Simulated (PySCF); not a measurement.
Diatomics of H with group 13

CCSD(T) with triple-zeta basis sets in PySCF, for the lowest determinant that a PBE0 search found; no spin–orbit coupling. De refers to high-spin ground-configuration atoms.

| M | basis | reference, frozen orbitals | state (unpaired electrons) | Re (Å) | ωe (cm⁻¹) | De (eV) |
| --- | --- | --- | --- | --- | --- | --- |
| B | def2-TZVPP | RHF, 1 | singlet (closed shell) | 1.234 | 2362 | 3.62 |
| Al | def2-TZVPP | RHF, 5 | singlet (closed shell) | 1.651 | 1683 | 3.14 |
| Ga | x2c-TZVPPall | RHF, 9 | singlet (closed shell) | 1.660 | 1611 | 2.97 |
| In | x2c-TZVPPall | RHF, 18 | singlet (closed shell) | 1.836 | 1485 | 2.73 |
| Tl | def2-TZVPP | RHF, 4 | singlet (closed shell) | 1.900 | 1380 | 2.56 |

**Question.** By what factor does the harmonic wavenumber vary along the series?

**Answer.** At CCSD(T) it runs from 1380 cm⁻¹ (TlH) to 2362 cm⁻¹ (BH), a factor of 1.71.

The rows differ in basis set, which adds steps of its own.

Down a group the atoms grow and get heavier, so bonds lengthen and wavenumbers fall; this series shows no clear exception.

Correlated steps freeze the inner cores (1 to 18 orbitals); shallow outer-core shells are correlated. Spin–orbit coupling is left out, which matters for elements this heavy, above all for dissociation energies. Where the molecule has an RHF reference, its open-shell atoms are computed with UHF.
